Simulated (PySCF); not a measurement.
# `FC(F)(F)C(F)(F)C(F)(F)C#P`: 4 charge schemes on one density

C4F7P.
Numbering: `[F:1][C:2]([F:3])([F:4])[C:5]([F:6])([F:7])[C:8]([F:9])([F:10])[C:11]#[P:12]`

Cartesian coordinates in Å at the GFN2-xTB level; atoms count from 1:
```xyz
12
C4F7P angstrom
F     -2.378   -1.216   -0.391
C     -1.638   -0.143   -0.115
F     -1.916    0.783   -1.025
F     -2.018    0.313    1.074
C     -0.132   -0.520   -0.126
F      0.170   -1.032   -1.338
F      0.067   -1.508    0.772
C      0.848    0.657    0.188
F      0.613    1.653   -0.709
F      0.513    1.173    1.402
C      2.210    0.187    0.147
P      3.662   -0.350    0.095
```

Density: PBE0/pcSseg-1 (PySCF); schemes: Mulliken, IAO, Hirshfeld and ESP-fitted. The structure is a single GFN2-xTB conformer in the gas phase; no vibrational or solvent corrections.

Q: For which atoms does the sign change between the 4 schemes (beyond +0.03 e in one, beyond −0.03 e in another)?

A: For none.

Q: Do the Mulliken, IAO, Hirshfeld and ESP-fitted schemes agree on where the charge is highest?

A: The schemes don't all agree: Mulliken C2 (+0.848); IAO C2 (+0.790); Hirshfeld C2 (+0.240); ESP-fitted C8 (+0.483).

Q: At which atom do the 4 schemes differ most?

A: At C2: from +0.240 (Hirshfeld) to +0.848 e (Mulliken), 0.608 e apart.

Q: Tabulate the Mulliken, IAO, Hirshfeld and ESP-fitted charges.

A: In e:

```tsv
atom	environment	Mulliken	IAO	Hirshfeld	ESP-fitted
F1	fluorine of a CF3 group	-0.249	-0.260	-0.083	-0.134
C2	CF3 carbon	+0.848	+0.790	+0.240	+0.480
F3	fluorine of a CF3 group	-0.247	-0.259	-0.080	-0.143
F4	fluorine of a CF3 group	-0.247	-0.259	-0.080	-0.143
C5	CF2 carbon	+0.384	+0.506	+0.144	+0.030
F6	fluorine of a CF2 group	-0.266	-0.267	-0.080	-0.091
F7	fluorine of a CF2 group	-0.266	-0.267	-0.080	-0.092
C8	CF2 carbon	+0.518	+0.529	+0.159	+0.483
F9	fluorine of a CF2 group	-0.269	-0.273	-0.088	-0.162
F10	fluorine of a CF2 group	-0.269	-0.273	-0.088	-0.162
C11	triply bonded carbon	-0.296	-0.369	-0.136	-0.312
P12	phosphorus bonded to C	+0.357	+0.402	+0.173	+0.247
```

Mean size of the charges over all atoms: IAO 0.371 e, Mulliken 0.351 e, ESP-fitted 0.207 e, Hirshfeld 0.119 e. Each set sums to the total charge, 0, to within 0.001 e. The Mulliken scheme gives each basis function's population to the atom it is centred on and halves the overlap population of two atoms between them.

Q: Sum the charges by element, for elements with more than one atom.

A: 
| element | atoms | Mulliken | IAO | Hirshfeld | ESP-fitted |
| --- | --- | --- | --- | --- | --- |
| F | 7 | -1.812 | -1.858 | -0.579 | -0.928 |
| C | 4 | +1.455 | +1.456 | +0.407 | +0.681 |

Q: How many electrons does the Mulliken scheme count on C5?

A: Z − q = 6 − (+0.384) = 5.616.

These values come from a run that also computed NMR shieldings. Hardware: Arm Neoverse V1, one thread (shared host). Cost: 47 s wall, 0.87 GiB resident at most.
